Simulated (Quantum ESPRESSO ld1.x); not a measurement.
Values are calculated unless marked as measured or tabulated.
Problem. The mean radii <r> (bohr) of the occupied orbitals of an atom or ion are listed with their occupations. Code: ld1.x of Quantum ESPRESSO 7.5. Model: scalar-relativistic Kohn-Sham, BLYP, spin-unpolarised, spherical densities, point nucleus.

orbital  occ.     <r>
1s          2  0.1579
2s          2  0.8647
2p          5  0.8840

Name the element and its charge.

Solution. Z = 10, neon, charge +1: Ne+ in [He] 2s2 2p5. The 1s radius gives Z: for a bare nucleus <r> = (2 gamma + 1)/(2Z) with gamma = sqrt(1 - (Z/c)^2), 0.1497 bohr for Z = 10, and screening makes it slightly larger (0.1579 here). The occupations add up to 9, and the charge is Z minus that.
